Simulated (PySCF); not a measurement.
# Exercise with solution: oscillator strength and radiative lifetime

MoO2Cl2, SMILES [O]=[Mo](=[O])([Cl])[Cl], multiplicity 1.

Geometry: PBE-D3(BJ)/def2-SVP. The spin state was assumed, not searched. The isomer is the one that the SMILES or the coordinates give; other isomers of the formula were not compared. The def2 effective core potentials stand for the cores of Mo; spin–orbit coupling is left out.

TDA-PBE/def2-SVPD (PySCF 2.14.0) puts the first singlet state with f over 0.02 at 4.49 eV (vertical), with the transition dipole (0.544, 0.000, 0.000) in atomic units.

Task: Find the oscillator strength, the wavelength and the radiative lifetime that this transition would have in vacuum if emission retraced absorption.

Result: 
|μ|² = 0.2959 au, so |μ| = 1.38 D. ΔE = 4.49/27.211 = 0.1650 hartree. f = (2/3) ΔE |μ|² = 0.033 (the program prints 0.033).
λ = 1239.84/4.49 = 276 nm; ν = 36214 cm⁻¹.
Einstein's coefficient A = 0.6670 ν² f s⁻¹ (ν in cm⁻¹) = 2.8e7 s⁻¹, so τ = 1/A = 35 ns. This state is S5; the lower singlets have f = 0.004, 0.000, 0.005, 0.000. The figure is the radiative limit of this one transition; relaxation, internal conversion, crossing to triplets and a medium change what is measured.
